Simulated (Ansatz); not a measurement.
`[SiH3][CH2][Zn][GaH2]` + H–F → `[F][Zn][GaH2]` + `C[SiH3]`  (ligand exchange at a Zn–C bond)

Program: Ansatz. Geometries: PBE0-D4/def2-TZVP. ΔE: electronic, gas phase. CBS: MP2 limit from def2 TZ/QZ plus the TZ coupled-cluster correction, frozen cores. This one scheme is used for every species. DFT in def2-TZVPP. B3LYP here is the variant with VWN-RPA as its local correlation; programs differ in this. HSE06 is defined as in plane-wave codes. For Ga, Zn outer-core shells are correlated without core-valence functions, which leaves a few kJ/mol of doubt a bond. Scalar relativity is left out up to krypton. One conformer a species, not always the lowest.

| level | ΔE (kcal/mol) | difference from CCSD(T)/CBS |
| --- | --- | --- |
| LDA (SPW92) | -22.6 | 1.3 |
| PBE-D4 | -24.1 | -0.2 |
| revPBE-D4 | -23.7 | 0.2 |
| BLYP-D4 | -27.0 | -3.1 |
| r2SCAN-D4 | -26.1 | -2.2 |
| B97M-V | -27.5 | -3.6 |
| PBE0-D4 | -23.2 | 0.7 |
| B3LYP-D4 | -26.3 | -2.4 |
| r2SCANh-D4 | -25.5 | -1.6 |
| r2SCAN0-D4 | -24.8 | -0.9 |
| BHLYP-D4 | -26.4 | -2.5 |
| CAM-B3LYP-D4 | -27.4 | -3.5 |
| ωB97M-V | -25.1 | -1.2 |
| B2PLYP | -26.6 | -2.7 |
| PBE-QIDH | -23.1 | 0.8 |
| revPBE | -26.1 | -2.2 |
| BLYP | -29.6 | -5.7 |
| r2SCAN | -26.5 | -2.6 |
| PBE0 | -24.4 | -0.5 |
| B3LYP | -28.3 | -4.4 |
| r2SCANh | -25.9 | -2.0 |
| r2SCAN0 | -25.3 | -1.4 |
| HSE06 | -24.3 | -0.4 |
| BHLYP | -28.5 | -4.6 |
| CAM-B3LYP | -28.7 | -4.8 |
| LC-ωPBE | -26.2 | -2.3 |
| RPA@PBE/def2-TZVPP | -22.4 | 1.5 |
| HF/def2-SVP | -29.6 | -5.7 |
| MP2/def2-SVP | -23.6 | 0.3 |
| CCSD/def2-SVP | -25.3 | -1.4 |
| CCSD(T)/def2-SVP | -24.3 | -0.4 |
| HF/def2-TZVPP | -30.3 | -6.4 |
| MP2/def2-TZVPP | -21.6 | 2.3 |
| SCS-MP2/def2-TZVPP | -23.8 | 0.1 |
| CCSD/def2-TZVPP | -23.7 | 0.2 |
| CCSD(T)/def2-TZVPP | -22.6 | 1.3 |
| HF/def2-QZVPP | -31.8 | -7.9 |
| MP2/def2-QZVPP | -22.9 | 1.0 |
| HF/CBS(def2) | -32.0 | -8.1 |
| MP2/CBS(def2) | -22.9 | 1.0 |
| CCSD(T)/CBS | -23.9 | 0 |

Largest T1 diagnostic among the species: 0.016.

From BLYP to BHLYP (50 % exact exchange), in def2-TZVPP and without D4, ΔE moves by +1.1 kcal/mol. In def2-TZVPP, CCSD(T) changes the Hartree–Fock value by +7.7 kcal/mol (the triples alone add +1.1 kcal/mol) and MP2 by +8.7 kcal/mol. The D4 term adds +2.1 kcal/mol with B3LYP and +1.2 kcal/mol with PBE0; it sums over pairs of atoms, weighted by their polarisabilities, and B3LYP, whose exchange is more repulsive, gets the larger term.
